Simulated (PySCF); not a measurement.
C₃H₉BO₂ (SMILES CCOB(C)O), singlet, at a GFN2-xTB geometry; PySCF with PBE/STO-3G, polarisability.

PySCF was given this input:
```python
from pyscf import gto, scf, dft
from pyscf.prop import polarizability

mol = gto.Mole()
mol.atom = '''
    B     0.01002995    0.89642260    0.11906526
    C     0.37978805    2.31985217   -0.50593809
    H     0.62390906    3.04072706    0.27188315
    H    -0.45332661    2.73116563   -1.07247319
    H     1.23244966    2.24990535   -1.17243293
    O    -1.03587007    0.72331113    0.98230380
    H    -1.52463133    1.51500471    1.19836930
    O     0.77934516   -0.15563834   -0.21860818
    C     0.54674939   -1.46781915    0.25859872
    C    -0.48852136   -2.19303402   -0.59285748
    H     1.51067107   -1.98556771    0.21024333
    H     0.20842014   -1.42846118    1.29962781
    H    -0.17020973   -2.21144190   -1.63230270
    H    -0.61114404   -3.21322283   -0.23884930
    H    -1.44218532   -1.67559827   -0.52777571
'''
mol.basis = 'sto-3g'
mol.verbose = 4
mol.build()

mf = dft.RKS(mol)
mf.xc = 'pbe'
mf.kernel()
alpha = mf.Polarizability().polarizability()[2, 2]
print('alpha_zz =', alpha)
```

It wrote (shortened):

```
site-packages/pyscf/prop/efg/rhf.py:45: UserWarning: Module EFG is under testing
  warnings.warn('Module EFG is under testing')
site-packages/pyscf/prop/efg/dhf.py:30: UserWarning: Module EFG is under testing
  warnings.warn('Module EFG is under testing')
site-packages/pyscf/prop/zfs/uhf.py:40: UserWarning: Module ZFS is under testing
  warnings.warn('Module ZFS is under testing')
site-packages/pyscf/prop/gtensor/uhf.py:43: UserWarning: Module g-tensor is under testing
  warnings.warn('Module g-tensor is under testing')
site-packages/pyscf/prop/gtensor/uks.py:41: UserWarning: Module g-tensor is under testing
  warnings.warn('Module g-tensor is under testing')
site-packages/pyscf/prop/hfc/uks.py:35: UserWarning: Module HFC is under testing
  warnings.warn('Module HFC is under testing')
site-packages/pyscf/prop/magnetizability/rhf.py:39: UserWarning: Module magnetizability is under testing
  warnings.warn('Module magnetizability is under testing')
site-packages/pyscf/prop/magnetizability/uhf.py:37: UserWarning: Module magnetizability is under testing
  warnings.warn('Module magnetizability is under testing')
site-packages/pyscf/prop/magnetizability/rks.py:37: UserWarning: Module magnetizability is under testing
  warnings.warn('Module magnetizability is under testing')
site-packages/pyscf/prop/magnetizability/uks.py:39: UserWarning: Module magnetizability is under testing
  warnings.warn('Module magnetizability is under testing')
site-packages/pyscf/prop/polarizability/uhf.py:34: UserWarning: Module polarizability is under testing
  warnings.warn('Module polarizability is under testing')
site-packages/pyscf/prop/polarizability/rks.py:29: UserWarning: Module polarizability is under testing
  warnings.warn('Module polarizability is under testing')
site-packages/pyscf/prop/polarizability/uks.py:29: UserWarning: Module polarizability is under testing
  warnings.warn('Module polarizability is under testing')
PySCF version 2.14.0

[INPUT] verbose = 4
[INPUT] num. atoms = 15
[INPUT] num. electrons = 48
[INPUT] charge = 0
[INPUT] spin (= nelec alpha-beta = 2S) = 0
[INPUT] symmetry False subgroup None
[INPUT] Mole.unit = angstrom
[INPUT] Symbol           X                Y                Z      unit          X                Y                Z       unit  Magmom
[INPUT]  1 B      0.010029950000   0.896422600000   0.119065260000 AA    0.018953858543   1.693993205871   0.225000732350 Bohr   0.0
[INPUT]  2 C      0.379788050000   2.319852170000  -0.505938090000 AA    0.717695399883   4.383885250778  -0.956084426086 Bohr   0.0
[INPUT]  3 H      0.623909060000   3.040727060000   0.271883150000 AA    1.179017250035   5.746141362954   0.513784691384 Bohr   0.0
[INPUT]  4 H     -0.453326610000   2.731165630000  -1.072473190000 AA   -0.856663137878   5.161155041525  -2.026680605039 Bohr   0.0
[INPUT]  5 H      1.232449660000   2.249905350000  -1.172432930000 AA    2.328992319713   4.251704917694  -2.215577137121 Bohr   0.0
[INPUT]  6 O     -1.035870070000   0.723311130000   0.982303800000 AA   -1.957510732934   1.366859938550   1.856285153120 Bohr   0.0
[INPUT]  7 H     -1.524631330000   1.515004710000   1.198369300000 AA   -2.881135654631   2.862943979326   2.264589773087 Bohr   0.0
[INPUT]  8 O      0.779345160000  -0.155638340000  -0.218608180000 AA    1.472748908905  -0.294113837082  -0.413109588790 Bohr   0.0
[INPUT]  9 C      0.546749390000  -1.467819150000   0.258598720000 AA    1.033206605873  -2.773776193892   0.488680756963 Bohr   0.0
[INPUT] 10 C     -0.488521360000  -2.193034020000  -0.592857480000 AA   -0.923171576400  -4.144233679654  -1.120338268100 Bohr   0.0
[INPUT] 11 H      1.510671070000  -1.985567710000   0.210243330000 AA    2.854754586604  -3.752179173680   0.397302313217 Bohr   0.0
[INPUT] 12 H      0.208420140000  -1.428461180000   1.299627810000 AA    0.393856983444  -2.699400409773   2.455940624768 Bohr   0.0
[INPUT] 13 H     -0.170209730000  -2.211441900000  -1.632302700000 AA   -0.321649773436  -4.179019531388  -3.084605055388 Bohr   0.0
[INPUT] 14 H     -0.611144040000  -3.213222830000  -0.238849300000 AA   -1.154894858260  -6.072111125900  -0.451359762044 Bohr   0.0
[INPUT] 15 H     -1.442185320000  -1.675598270000  -0.527775710000 AA   -2.725335275668  -3.166421825095  -0.997351547098 Bohr   0.0

nuclear repulsion = 238.444970797627
number of shells = 27
number of NR pGTOs = 117
number of NR cGTOs = 39
basis = sto-3g
ecp = {}

******** <class 'pyscf.dft.rks.RKS'> ********
method = RKS
initial guess = minao
damping factor = 0
level_shift factor = 0
DIIS = <class 'pyscf.scf.diis.CDIIS'>
diis_start_cycle = 1
diis_space = 8
diis_damp = 0
SCF conv_tol = 1e-09
SCF conv_tol_grad = None
SCF max_cycles = 50
direct_scf = True
direct_scf_tol = 1e-13
XC library pyscf.dft.libxc version 7.1.2
    S. Lehtola, C. Steigemann, M. J. T. Oliveira, and M. A. L. Marques,  SoftwareX 7, 1–5 (2018)
XC functionals = pbe
    J. P. Perdew, K. Burke, and M. Ernzerhof,  Phys. Rev. Lett. 77, 3865 (1996)
    J. P. Perdew, K. Burke, and M. Ernzerhof,  Phys. Rev. Lett. 78, 1396 (1997)
    J. P. Perdew, K. Burke, and M. Ernzerhof,  Phys. Rev. Lett. 77, 3865 (1996)
    J. P. Perdew, K. Burke, and M. Ernzerhof,  Phys. Rev. Lett. 78, 1396 (1997)
radial grids:
    Treutler-Ahlrichs [JCP 102, 346 (1995); DOI:10.1063/1.469408] (M4) radial grids

becke partition: Becke, JCP 88, 2547 (1988); DOI:10.1063/1.454033
pruning grids: <function nwchem_prune>
grids dens level: 3
symmetrized grids: False
atomic radii adjust function: <function treutler_atomic_radii_adjust>
small_rho_cutoff = 0
Set gradient conv threshold to 3.16228e-05
Initial guess from minao.
tot grids = 172840
init E= -291.426885382192
  HOMO = -0.341901366124934  LUMO = 0.000858961613454168  gap/eV = 9.32698
cycle= 1 E= -290.801922663853  delta_E= 0.625  |g|= 0.679  |ddm|= 4.66
  HOMO = 0.0436282910441246  LUMO = 0.216411703668136  gap/eV = 4.70168
cycle= 2 E= -290.617367204795  delta_E= 0.185  |g|= 1.07  |ddm|= 2.15
  HOMO = -0.11027031262488  LUMO = 0.174263868619118  gap/eV = 7.74257
cycle= 3 E= -290.95019448617  delta_E= -0.333  |g|= 0.11  |ddm|= 1.32
  HOMO = -0.114295330856856  LUMO = 0.156425213939951  gap/eV = 7.36668
cycle= 4 E= -290.953890617933  delta_E= -0.0037  |g|= 0.0358  |ddm|= 0.185
  HOMO = -0.117183562789599  LUMO = 0.153218427446745  gap/eV = 7.35801
cycle= 5 E= -290.954183655417  delta_E= -0.000293  |g|= 0.0182  |ddm|= 0.0667
  HOMO = -0.116988295087287  LUMO = 0.153916980847981  gap/eV = 7.37171
cycle= 6 E= -290.954285516247  delta_E= -0.000102  |g|= 0.00357  |ddm|= 0.0263
  HOMO = -0.116626923268065  LUMO = 0.154363163921375  gap/eV = 7.37402
cycle= 7 E= -290.954289442457  delta_E= -3.93e-06  |g|= 0.000418  |ddm|= 0.00503
  HOMO = -0.116706860622617  LUMO = 0.15433581118553  gap/eV = 7.37545
cycle= 8 E= -290.954289496754  delta_E= -5.43e-08  |g|= 0.000111  |ddm|= 0.000611
  HOMO = -0.116713117887915  LUMO = 0.154328757734426  gap/eV = 7.37543
cycle= 9 E= -290.954289500291  delta_E= -3.54e-09  |g|= 2.31e-05  |ddm|= 0.000154
  HOMO = -0.11671425979615  LUMO = 0.154330503673857  gap/eV = 7.37550
cycle= 10 E= -290.954289500467  delta_E= -1.77e-10  |g|= 1.89e-06  |ddm|= 3.28e-05
  HOMO = -0.116714405055331  LUMO = 0.154330516889088  gap/eV = 7.37551
Extra cycle  E= -290.954289500469  delta_E= -1.59e-12  |g|= 2.14e-06  |ddm|= 6.27e-06
converged SCF energy = -290.954289500469
Isotropic polarizability 27.8420125378
Polarizability anisotropy 14.3685294043
alpha_zz = 21.61077844756018
```
